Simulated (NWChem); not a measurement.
# BeHSCl; SMILES [SH][Be][Cl]

Computed with NWChem. The geometry was optimised at PBE0/def2-SVP. One conformer.

Diagonal of the polarisability tensor at PBE0/def2-SVPD, static: 42.25, 65.12, 42.80 bohr³.

**Question.** Find the mean polarisability volume, the molar refraction, and the refractive index that an ideal gas of it would have at 273.15 K and 1 atm.

**Answer.** 
1. Mean: one third of the trace = 50.06 bohr³ × 0.14818 Å³/bohr³ = 7.42 Å³.
2. Molar refraction (Lorentz-Lorenz): (4π/3) N_A α = 18.7 cm³/mol.
3. Number density p/kT = 2.687 × 10⁻⁵ Å⁻³; n − 1 = 2π N α = 12.52 × 10⁻⁴.
4. These hold the electronic response alone: vibrational and orientational terms add to the static dielectric constant.
